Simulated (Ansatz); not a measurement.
Li8I8⁺ (started as a model of: 2x2x4 LiI rock-salt block), relaxed as a doublet with UKS PBE-D4/def2-SVP in Ansatz, starting from the PBE-D4/def2-SVP geometry of the neutral singlet. Force threshold 0.03 eV/Å.

In the def2 sets I takes a core potential; there is no spin–orbit coupling.

Start:

```tsv
atom	x (Å)	y (Å)	z (Å)
Li1	3.923	1.519	-0.057
I2	2.338	-0.355	-1.231
Li3	-0.170	-1.609	-1.461
I4	-1.968	-3.436	-2.505
I5	2.633	3.845	-0.489
Li6	0.670	1.917	-0.792
I7	-1.632	0.791	-1.955
Li8	-3.451	-1.229	-2.069
I9	3.801	0.942	2.572
Li10	1.549	-0.266	1.509
I11	-0.388	-2.295	1.300
Li12	-2.621	-3.289	0.105
Li13	2.149	2.998	2.023
I14	-0.318	1.860	1.884
Li15	-2.049	-0.042	0.742
I16	-4.466	-1.352	0.424
```

Q: Estimate the energy that the relaxation releases and the steps that it takes.

A: 0.23 eV, in 25 steps; 8.6 min on 4 threads of Arm Neoverse V2 on a shared host. The force fell under the threshold at step 3, but the optimiser went on and released 0.176 eV more. No frequencies were taken in this run, so the end may be a saddle point.

Q: Does the start keep its bonding and symmetry?

A: By distances, no bond broke or formed. The bond that changes most is I7–Li8, from 2.72 to 2.95 Å (atoms count from 1). Point group D2d at the start, C2 at the end, both within 0.05 Å.

Q: Predict the relaxed structure.

A: 
Cartesian coordinates in Å:
```
Li 4.0312 1.4709 0.1115
I 2.4958 -0.4601 -1.1995
Li -0.0333 -1.6386 -1.3636
I -2.0422 -2.9410 -2.7362
I 2.8570 3.7985 -0.6438
Li 1.0425 1.8820 -1.2012
I -1.6043 0.7993 -1.5761
Li -3.8662 -1.0467 -1.9694
I 3.3486 1.1783 2.7836
Li 1.5606 -0.4374 1.4262
I -0.3469 -2.4771 1.2806
Li -2.6090 -3.4239 -0.0683
Li 2.1012 3.4612 1.8914
I -0.2904 1.8085 1.5401
Li -2.1463 -0.3942 1.1570
I -4.4983 -1.5797 0.5675
```
Bond lengths (bridged metal pairs left out): 28 × I–Li 2.67 to 3.05 Å.
